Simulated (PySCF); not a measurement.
Static response to an electric field

Compound: C8H7Cl.
Cartesian coordinates in Å at the PBE0-D3(BJ)/def2-SVP level; atoms count from 1:
```
atom  x, y, z in Å
Cl1    0.895    2.745   -0.746
C2     0.905    1.071   -0.307
C3     2.109    0.389   -0.085
C4     2.110   -0.964    0.269
C5     0.925   -1.699    0.418
C6    -0.250   -0.999    0.193
C7    -0.267    0.350   -0.160
C8    -1.771    0.416   -0.231
C9    -1.761   -1.102    0.164
H10    3.052    0.929   -0.192
H11    3.073   -1.456    0.431
H12    0.949   -2.755    0.693
H13   -2.185    0.637   -1.227
H14   -2.247    1.086    0.502
H15   -2.237   -1.332    1.130
H16   -2.172   -1.781   -0.599
```

Level: PBE0/def2-SVPD (PySCF), static field, nuclei fixed, core orbitals frozen in the response. The polarisability tensor in these axes (au):

```
x   121.00   2.80   1.28
y     2.80 122.69 -15.01
z     1.28 -15.01  68.86
```

Problem. Diagonalise the tensor; give its mean and Δα, where Δα² is half the sum of the squared differences of the eigenvalues.

Solution. Principal values 64.89, 120.18 and 127.48 au; mean 104.18 au = 15.44 Å³ = 17.18 × 10⁻⁴⁰ C²·m²/J; Δα = 59.28 au (57 % of the mean).

Problem. What is the dipole moment, and where does it point?

Solution. (-0.68, -1.74, 0.43) D, 1.91 D in size, pointing from the negative to the positive side. Measured along this direction, the outermost atoms are Cl1 at the negative end and H12, H15 and H16 at the positive end.

Problem. Find the Langevin capture rate constant for O2+ (31.990 u) meeting this molecule (138.024 u), k = 2.342 × 10⁻⁹ cm³/s × √(α in Å³ / reduced mass in u).

Solution. The reduced mass is 25.97 u, so k = 1.81 × 10⁻⁹ cm³/s. The formula leaves out the permanent dipole, which adds to the capture rate.

Problem. What would n − 1 = 2πNα be for an ideal gas of these molecules at 500 K and 1 atm, electronic part alone?

Solution. N = p/kT = 1.4678 × 10¹⁹ cm⁻³, so n − 1 = 2π × N × 15.44 × 10⁻²⁴ cm³ = 1424 × 10⁻⁶ at long wavelengths.

Problem. What depolarisation ratio follows for Rayleigh scattering of linearly polarised light, taking the static tensor?

Solution. ρ = 3Δα²/(45ᾱ² + 4Δα²) = 10543.0/(488421 + 14057.3) = 0.021.

Problem. Along which axes do the principal values lie, and how far do the nuclei extend along each?

Solution. Largest value along (0.35, 0.91, -0.23), where the nuclei span 5.31 Å; middle along (0.94, -0.33, 0.12), 5.81 Å; least along (-0.03, 0.25, 0.97), 1.79 Å. The strongest response doesn't lie along the longest of the three spans.

Isolated species at its PBE0-D3(BJ)/def2-SVP geometry, gas phase.
